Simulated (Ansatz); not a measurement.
```yaml
crystal:
  periodic: [false, false, false]
  atoms:
    - {symbol: Be, position_ang: [0.807525, 1.436304, 0.728908]}
    - {symbol: Be, position_ang: [0.210318, -1.185548, -1.340522]}
    - {symbol: Be, position_ang: [-1.417238, 0.117360, -1.106300]}
    - {symbol: Be, position_ang: [-1.283441, 0.695642, 1.056191]}
    - {symbol: Be, position_ang: [1.783465, -0.253002, -0.042536]}
    - {symbol: Be, position_ang: [0.399276, -0.368285, 1.718023]}
    - {symbol: Be, position_ang: [0.811358, -2.068432, 0.502438]}
    - {symbol: Be, position_ang: [0.674017, 0.858278, -1.433783]}
    - {symbol: Be, position_ang: [-0.811368, 2.068395, -0.502854]}
    - {symbol: Be, position_ang: [-1.173913, -1.300702, 0.420455]}
basis:
  gaussian: {orbitals: cc-pVDZ}
total_charge: 1
magnetization: {spin_polarized: true, initial_magnetization: 1}
hamiltonian: {xc: {name: PBEsol}}
scf: {omitted_lower_state_checks: [starts]}
```

```sh
$ ansatz run in.yaml --threads 4 --pin off --events-out ev --progress --plain --max-ram 4787MiB
```

Shortened log:

```
Functional definition: PBEsol
1380 factors; their error is unknown
mean field evaluation 1: about -3949.2254 eV, gradient 4.7e1 eV
mean field evaluation 2: about -3865.3690 eV, gradient 8.7e1 eV
mean field evaluation 4: about -3968.4164 eV, gradient 1.1e1 eV
mean field evaluation 8: about -3969.7073 eV, gradient 3.0e-1 eV
mean field evaluation 16: about -3969.5631 eV, gradient 2.2e-3 eV
mean field -3969.56310645 eV, -145.8787534956 hartree, gradient 1.1e-5 eV, S^2 0.755188; 0 other end points of the search recorded, 0 dependent functions left out
reference -3969.56314918 eV, -145.8787550659 hartree; 20, 19 occupied and 120, 121 virtual orbitals, 1380 factors
Total energy: -3969.56314918 eV, -145.8787550659 hartree
Checks for a lower state left out: starts
```

Hardware: 4 threads of Arm Neoverse V2 on a shared host. Wall time 3.3 s.
